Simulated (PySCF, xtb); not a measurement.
Ge(H)(OH)(NH2)2 (GeH₆N₂O), SMILES [NH2][GeH]([NH2])[OH].

GFN2-xTB in xtb at its own geometry gives an orbital gap of 7.61 eV and a dipole moment of 1.25 D.

Coordinates come from a B3LYP-D3(BJ)/def2-SVP optimisation. This is a generated structure with no PubChem entry under its InChIKey; it may be hypothetical. The values are those of a single conformer.

Task: What does HF/def2-TZVP run with PySCF give? (An estimate is asked for; the answer gives what the named calculation found.)

Result: gap 14.39 eV (levels -10.93 and 3.46 eV), dipole 1.87 D.
